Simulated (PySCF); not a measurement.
Compound: C₉H₉N.
Atom-mapped SMILES: `[N:1]#[C:2][CH2:3][C:4]1=[CH:5][C@@H:6]2[CH:7]=[CH:8][C@H:9]1[CH2:10]2`

NICS = −σ at a ghost point: NICS(0) at the centroid of the ring atoms, NICS(1) 1 Å to either side along the normal of their mean plane, zz for the tensor component along that normal. Level: GIAO PBE0/pcSseg-1 (PySCF, non-relativistic, gas phase) on the GFN2-xTB geometry, one conformer.

Ring bond lengths (Å), with Mayer bond orders in brackets: C4–C5 1.327 (1.84), C5–C6 1.521 (0.97), C6–C10 1.540 (0.96), C10–C9 1.539 (0.95), C9–C4 1.526 (0.93); C6–C7 1.523 (0.96), C7–C8 1.324 (1.86), C8–C9 1.522 (0.96), C9–C10 1.539 (0.95), C10–C6 1.540 (0.96).

Question: Give the NICS values of each ring in ppm.

Answer: 
| ring | type | NICS(0) | NICS(1), two faces | NICS(1)zz, two faces | rms pucker (Å) | centre to ring atoms, mean (Å) |
| --- | --- | --- | --- | --- | --- | --- |
| C4–C5–C6–C10–C9 | 5-membered carbocycle; formal bonds 1 double, 4 single | -1.8 | -2.9 / -3.7 | -6.6 / -2.4 | 0.27 | 1.22 |
| C6–C7–C8–C9–C10 | 5-membered carbocycle; formal bonds 1 double, 4 single | -1.5 | -3.1 / -3.7 | -7.4 / -4.0 | 0.27 | 1.22 |

Question: What do they say, and how far can they be read as aromaticity?

Answer: 
- C4–C5–C6–C10–C9: mean NICS(1)zz -4.5 ppm, shielded. C6, C9, C10 have four or more neighbours, and the NICS criterion for π rings isn't applied. The two faces differ by 4.2 ppm, so no symmetry operation interchanges them.
- C6–C7–C8–C9–C10: mean NICS(1)zz -5.7 ppm, shielded. C6, C9, C10 have four or more neighbours, and the NICS criterion for π rings isn't applied. The two faces differ by 3.4 ppm, so no symmetry operation interchanges them.

Question: Give the inner angles of the rings and the Hirshfeld charges of the ring atoms.

Answer: 
- C4–C5–C6–C10–C9: C4 107.1° (+0.005 e), C5 107.1° (-0.053 e), C6 98.9° (-0.025 e), C10 92.4° (-0.061 e), C9 98.8° (-0.028 e); sum 504.3° against 540° for a flat convex ring.
- C6–C7–C8–C9–C10: C6 98.9° (-0.025 e), C7 107.2° (-0.052 e), C8 107.1° (-0.056 e), C9 98.9° (-0.028 e), C10 92.4° (-0.061 e); sum 504.5° against 540° for a flat convex ring.

The run took 63 s of wall time on an Arm Neoverse N1 with one thread, on a shared host. This is the whole shielding run at PBE0/pcSseg-1, SCF included.
